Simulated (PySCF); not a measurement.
phosphoric acid cation (H3O4P), SMILES O=P(O)(O)O (connectivity only; charge and spin as stated), charge +1, multiplicity 2.

Geometry optimised at PBE-D3(BJ)/def2-SVP. The spin state was assumed, not searched. One conformer was computed; it need not be the lowest.

Method: PBE-D3(BJ)/def2-SVP (PySCF).

Frequencies are harmonic and unscaled.

Computed normal modes with their intensities:
| mode | ν (cm⁻¹) | IR (km/mol) | moving atoms (share of kinetic energy) |
|---|---|---|---|
| 1 | 164 | 97.3 | O 61 %, H 39 % |
| 2 | 237 | 54.1 | O 69 %, H 23 %, P 8 % |
| 3 | 267 | 153.8 | H 63 %, O 36 % |
| 4 | 332 | 68.7 | O 48 %, H 46 % |
| 5 | 362 | 18.3 | O 49 %, H 28 %, P 23 % |
| 6 | 369 | 20.4 | O 53 %, H 30 %, P 17 % |
| 7 | 374 | 14.3 | O 44 %, H 40 %, P 16 % |
| 8 | 393 | 82.4 | H 56 %, O 36 %, P 9 % |
| 9 | 797 | 35.1 | O 76 %, H 19 % |
| 10 | 828 | 171.6 | O 52 %, H 43 % |
| 11 | 840 | 205.5 | H 58 %, O 37 % |
| 12 | 874 | 56.7 | H 62 %, O 35 % |
| 13 | 888 | 65.5 | H 45 %, O 35 %, P 20 % |
| 14 | 1045 | 69.8 | P 41 %, O 41 %, H 18 % |
| 15 | 1081 | 124.8 | P 45 %, O 41 %, H 13 % |
| 16 | 3572 | 430.8 | H 94 % |
| 17 | 3613 | 453.0 | H 94 % |
| 18 | 3627 | 236.4 | H 94 % |
